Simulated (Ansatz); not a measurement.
Relaxation of AlBrF₂H₂ (6 atoms, charge 0, multiplicity 1), to a largest force component of 0.03 eV/Å in at most 50 steps.

Theory: RHF/def2-SVP in Ansatz 0.2.0.

```xyz
6
Properties=species:S:1:pos:R:3
Al 0.005 0.267 -0.079
H 0.030 0.161 1.473
F 1.401 0.401 -0.927
F -1.419 0.256 -0.893
Br 0.068 -2.996 1.465
H 0.070 -1.621 2.035
```

Q: Where does it end, and by what steps?

A: It converged. The force dipped under the threshold on the way, but the program's further checks kept it going. After 18 steps the energy has fallen by 0.360 eV; H6 moved furthest, 0.70 Å.

```tsv
step	energy less start (eV)	largest force component (eV/Å)	accepted
0	0.0000	1.946	yes
1	-0.1577	0.279	yes
2	-0.1091	1.036	no
3	-0.1833	0.186	yes
4	-0.2079	0.185	yes
5	-0.2317	0.557	yes
6	-0.2769	0.176	yes
7	-0.2793	0.163	yes
8	-0.2787	0.766	no
9	-0.2983	0.193	yes
10	-0.3160	0.232	yes
11	-0.3391	0.452	yes
12	-0.3508	0.150	yes
13	-0.3558	0.074	yes
14	-0.3198	0.559	no
15	-0.3596	0.051	yes
16	-0.3597	0.065	yes
17	-0.3601	0.019	yes
18	-0.3602	0.008	yes
```

```xyz
6
Properties=species:S:1:pos:R:3
Al 0.009 0.237 0.020
H 0.019 0.847 1.452
F 1.400 0.105 -0.854
F -1.397 0.084 -0.827
Br 0.033 -2.549 0.952
H 0.091 -2.255 2.331
```

Whether the end is a true minimum wasn't checked by a vibrational analysis.

The run took 29 s on 1 thread of Arm Neoverse V2, with other jobs on the host, peak memory 0.17 GiB.
